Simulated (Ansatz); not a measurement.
Species: sum formula AlO$_{3}$H$_{3}$, charge 0, multiplicity 1. SMILES: [OH][Al]([OH])[OH]
Coordinates optimised at B3LYP-D3(BJ)/def2-TZVP (Ansatz, an electronic-structure program):
```
Al
O 1 1.6928
H 2 0.9580 1 122.93
O 1 1.6928 2 120.00 3 180.00
H 4 0.9580 1 122.93 2 0.00
O 1 1.6928 2 120.00 3 0.00
H 6 0.9580 1 122.93 2 -180.00
```

Wanted: atomisation energy (electronic, to ground-state atoms), in kcal/mol. Correlated levels leave the core frozen unless marked. Open shells are spin-unrestricted. No spin-orbit coupling. No relativistic terms. The coupled-cluster limit lacks core correlation, which all-electron functionals hold. CBS(X,Y): correlation extrapolated as X^-3; Hartree-Fock from the larger set (for Q and 5 zeta extrapolated as (X+1)exp(-9√X)).

```json
[
 {"level": "HF/cc-pV(5+d)Z", "program": "Ansatz", "atomisation energy (kcal/mol)": "463.1", "minus last row": "-208.8"},
 {"level": "BLYP/def2-TZVPD", "program": "Ansatz", "atomisation energy (kcal/mol)": "657.9", "minus last row": "-14.0"},
 {"level": "r2SCANh-D4/def2-TZVPD", "program": "Ansatz + dftd4", "atomisation energy (kcal/mol)": "656.7", "minus last row": "-15.2"},
 {"level": "CAM-B3LYP-D4/def2-TZVPD", "program": "Ansatz + dftd4", "atomisation energy (kcal/mol)": "665.0", "minus last row": "-6.9"},
 {"level": "LC-wPBE-D4/def2-TZVPD", "program": "Ansatz + dftd4", "atomisation energy (kcal/mol)": "662.2", "minus last row": "-9.7"},
 {"level": "LC-wPBE/def2-TZVPD", "program": "Ansatz", "atomisation energy (kcal/mol)": "659.6", "minus last row": "-12.3"},
 {"level": "MP2/6-31G", "program": "Ansatz", "atomisation energy (kcal/mol)": "529.3", "minus last row": "-142.6"},
 {"level": "MP2/cc-pV(D+d)Z", "program": "Ansatz", "atomisation energy (kcal/mol)": "620.4", "minus last row": "-51.5"},
 {"level": "SCS-MP2/STO-3G", "program": "Ansatz", "atomisation energy (kcal/mol)": "513.3", "minus last row": "-158.6"},
 {"level": "SCS-MP2/6-31G*", "program": "Ansatz", "atomisation energy (kcal/mol)": "596.5", "minus last row": "-75.4"},
 {"level": "CCSD/CBS(cc-pV(Q+d)Z,cc-pV(5+d)Z)", "program": "Ansatz", "atomisation energy (kcal/mol)": "658.9", "minus last row": "-13.0"},
 {"level": "CCSD(T)/aug-cc-pV(T+d)Z", "program": "Ansatz", "atomisation energy (kcal/mol)": "654.8", "minus last row": "-17.1"},
 {"level": "CCSD(T)/cc-pV(Q+d)Z", "program": "Ansatz", "atomisation energy (kcal/mol)": "663.5", "minus last row": "-8.4"},
 {"level": "CCSD(T)/CBS(aug-cc-pV(T+d)Z,aug-cc-pV(Q+d)Z)", "program": "Ansatz", "atomisation energy (kcal/mol)": "672.7", "minus last row": "0.8"},
 {"level": "CCSD(T)/CBS(cc-pV(Q+d)Z,cc-pV(5+d)Z)", "program": "Ansatz", "atomisation energy (kcal/mol)": "671.9", "minus last row": "0.0"}
]
```
